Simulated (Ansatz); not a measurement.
One geometry of CH4GaNO (`N=[C](O)[GaH2]`), several functionals.

```yaml
crystal:
  periodic: [false, false, false]
  atoms:
    - {symbol: N, position_ang: [0.188800, 1.472726, -0.593802]}
    - {symbol: C, position_ang: [0.221604, 0.476545, 0.189874]}
    - {symbol: O, position_ang: [0.777084, 0.626450, 1.408728]}
    - {symbol: Ga, position_ang: [-0.485712, -1.351344, -0.199834]}
    - {symbol: H, position_ang: [-0.250661, 1.238721, -1.478763]}
    - {symbol: H, position_ang: [1.075494, 1.549357, 1.466300]}
    - {symbol: H, position_ang: [-1.116568, -1.494621, -1.628904]}
    - {symbol: H, position_ang: [-0.410031, -2.517825, 0.836390]}
basis:
  gaussian: {orbitals: def2-TZVPP}
hamiltonian: {xc: pbe0, dispersion: d4}
output: {orbitals: {seedname: orbitals}}
```

```sh
$ ansatz run in.yaml --threads 2 --pin off --events-out ev --progress --plain --max-ram 4352MiB
```

Output, abridged:

```
Functional definition: PBE0
1135 factors; their error is unknown
mean field evaluation 1: about -56998.8332 eV, gradient 6.3e1 eV
mean field evaluation 2: about -56977.9571 eV, gradient 1.1e2 eV
mean field evaluation 4: about -57005.6309 eV, gradient 1.4e1 eV
mean field evaluation 8: about -57005.9602 eV, gradient 2.3e-1 eV
mean field evaluation 16: about -57006.1583 eV, gradient 1.5e-4 eV
mean field -57006.15832142 eV, -2094.9376781503 hartree, gradient 3.2e-5 eV, S^2 0.000000; 0 other end points of the search recorded, 0 dependent functions left out
reference -57006.15835051 eV, -2094.9376792193 hartree; 28, 28 occupied and 169, 169 virtual orbitals, 1135 factors
Total energy: -57006.28226100 eV, -2094.9422328459 hartree
```

Hardware: 2 threads of an Arm Neoverse V1 on a shared host. Wall time 3.6 s, peak host memory 0.41 GiB.

Changing it to `hamiltonian: {xc: {name: revPBE}, dispersion: d4}` (abridged; 2.6 s):

```
Functional definition: revPBE
mean field evaluation 16: about -57013.1495 eV, gradient 2.6e-4 eV
mean field -57013.14946391 eV, -2095.1945978980 hartree, gradient 7.7e-5 eV, S^2 0.000000
Total energy: -57013.60378117 eV, -2095.2112937494 hartree
```

Changing it to `hamiltonian: {xc: {name: B2PLYP}}` (abridged; 6 s):

```
Functional definition: B2PLYP
mean field evaluation 16: about -56997.4724 eV, gradient 4.8e-4 eV
mean field -56997.47242094 eV, -2094.6184771953 hartree, gradient 8.8e-6 eV, S^2 0.000000
12 core orbitals not correlated: weight in the atoms' cores, before any rotation towards them, 1.000 or more for the frozen orbitals, at most 0.000 for the correlated occupied ones
second order -27.63088031 eV of doubles, -0.00000000 eV of singles
Total energy: -57004.93291514 eV, -2094.8926453000 hartree
```

Changing it to `hamiltonian: {xc: {name: B3LYP}, dispersion: d4}` and forces (abridged; 5.5 s):

```
Functional definition: B3LYP
mean field evaluation 16: about -57019.7746 eV, gradient 1.9e-4 eV
mean field -57019.77464244 eV, -2095.4380687184 hartree, gradient 3.7e-5 eV, S^2 0.000000
Total energy: -57020.01562719 eV, -2095.4469247446 hartree
Atom 0 force    -0.036099     0.091757    -0.153250 eV/Å
Atom 1 force    -0.088001    -0.072469    -0.160863 eV/Å
Atom 2 force     0.131013     0.047455     0.280917 eV/Å
Atom 3 force    -0.056605    -0.149948    -0.028818 eV/Å
Atom 4 force     0.009673     0.049528    -0.010045 eV/Å
Atom 5 force     0.034649     0.024734     0.065290 eV/Å
Atom 6 force     0.006228    -0.000700     0.016185 eV/Å
Atom 7 force    -0.000859     0.009643    -0.009416 eV/Å
Dipole moment:    -0.082531    -0.184215    -0.067312 e Å
```

The same input with `hamiltonian: {xc: {name: BLYP}, dispersion: d4}` (abridged; 2.7 s):

```
Functional definition: BLYP
mean field evaluation 16: about -57019.0773 eV, gradient 1.5e-4 eV
mean field -57019.07725130 eV, -2095.4124400667 hartree, gradient 4.2e-5 eV, S^2 0.000000
Total energy: -57019.40627943 eV, -2095.4245316273 hartree
```

Changing it to `hamiltonian: {xc: hse06, dispersion: d4}` (abridged; 3.9 s):

```
Functional definition: HSE06
mean field evaluation 16: about -57005.9167 eV, gradient 4.1e-5 eV
mean field -57005.91674869 eV, -2094.9288005161 hartree, gradient 4.1e-5 eV, S^2 0.000000
Total energy: -57006.03239671 eV, -2094.9330505024 hartree
```

B3LYP takes the VWN-RPA correlation (the form of Gaussian; ORCA's B3LYP/G).

HSE06 is the plane-wave form, built on full-range PBE exchange.
